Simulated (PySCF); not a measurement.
15N chemical shifts

Theory: NMR shieldings at PBE0/pcSseg-1/GIAO, coordinates at the GFN2-xTB level, in PySCF 2.14.0 with density-fitted response routines (averaged over atoms made equivalent by symmetry, fast rotation or ring inversion, one conformer, non-relativistic Hamiltonian, no solvent model).

Shieldings were converted by a linear fit to measured shifts: 15N (scatter 6.3 ppm rms vs CH3NO2, solution or neat liquid). A few per cent of atoms miss by over 2 rms, more outside the fitted compound classes.

**Question.** Give the 15N shifts of `C=N[Si@@H](Cl)C1=C(Cl)CC1`, `c1n[nH]cp1`, `N[Si@@H]1[SiH2][Si@H]([SiH3])S1`, `c1n[nH]cp1`.

**Answer.** 
| compound | environment | δ (ppm) |
| --- | --- | --- |
| C=N[Si@@H](Cl)C1=C(Cl)CC1 | imine nitrogen | -5.6 |
| [cH:1]1[n:2][nH:3][cH:4][p:5]1 | N2: pyridine-type nitrogen of an azole | -53.1 |
| [cH:1]1[n:2][nH:3][cH:4][p:5]1 | N3: pyrrole-type ring nitrogen | -175.0 |
| N[Si@@H]1[SiH2][Si@H]([SiH3])S1 | nitrogen bonded to Si, 2 H | -370.5 |
| [cH:1]1[n:2][nH:3][cH:4][p:5]1 | N2: pyridine-type nitrogen of an azole | -53.1 |
| [cH:1]1[n:2][nH:3][cH:4][p:5]1 | N3: pyrrole-type ring nitrogen | -175.0 |
